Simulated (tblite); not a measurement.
CH8F2Si3.
Atom-mapped SMILES: `[F:1][SiH2:2][CH:3]([SiH3:4])[SiH2:5][F:6]` (hydrogens: H7, H8 on Si2; H9 on C3; H10, H11, H12 on Si4; H13, H14 on Si5)

The geometry is computed with GFN2-xTB (gas phase).

Q: List the bond lengths, angles and torsions at this level.

A: 
```json
{"bond": "F1–Si2, Si5–F6", "length (Å)": "1.615", "order": "single"}
{"bond": "Si2–C3, C3–Si5", "length (Å)": "1.895", "order": "single"}
{"bond": "C3–Si4", "length (Å)": "1.907", "order": "single"}
{"bond": "Si2–H7, Si5–H13", "length (Å)": "1.455", "order": "single"}
{"bond": "Si2–H8, Si5–H14", "length (Å)": "1.456", "order": "single"}
{"bond": "C3–H9", "length (Å)": "1.094", "order": "single"}
{"bond": "Si4–H10, Si4–H11, Si4–H12", "length (Å)": "1.465", "order": "single"}
```

Bonds in one row agree within 0.01 Å and their mean is given. Orders are formal, as drawn. A selection of angles:
```json
{"angle": "F1–Si2–C3", "degrees": "106.7"}
{"angle": "F1–Si2–H7", "degrees": "104.5"}
{"angle": "F1–Si2–H8", "degrees": "104.8"}
{"angle": "C3–Si2–H7", "degrees": "112.5"}
{"angle": "C3–Si2–H8", "degrees": "114.5"}
{"angle": "H7–Si2–H8", "degrees": "112.9"}
{"angle": "Si2–C3–Si4", "degrees": "112.4"}
{"angle": "Si2–C3–Si5", "degrees": "111.9"}
{"angle": "Si2–C3–H9", "degrees": "106.6"}
{"angle": "Si4–C3–H9", "degrees": "106.7"}
{"angle": "C3–Si4–H10", "degrees": "108.8"}
{"angle": "C3–Si4–H12", "degrees": "110.5"}
{"angle": "H10–Si4–H11", "degrees": "108.8"}
{"angle": "C3–Si5–H13", "degrees": "114.2"}
{"angle": "C3–Si5–H14", "degrees": "112.4"}
{"angle": "F6–Si5–H13", "degrees": "104.5"}
{"angle": "F6–Si5–H14", "degrees": "103.8"}
```

Dihedral angles: F1–Si2–C3–Si4 -60° (synclinal); Si2–C3–Si5–F6 57° (synclinal). The mirror-image conformer, all signs reversed, is as good.

Si2 (fluorine-bound silicon) is distorted tetrahedral (angles from 104.5° to 114.5°). Si4 (SiH3 silicon) is tetrahedral (angles from 108.8° to 110.5°).

Point group: C1 (no symmetry element, even within 0.4 Å). Its GFN2-xTB frequencies are all real (lowest 46 cm⁻¹). The numbers are those of one conformer.

Time: 0.58 s. Hardware: Arm Neoverse V2, one thread, no GPU, shared host. This is the geometry optimisation.
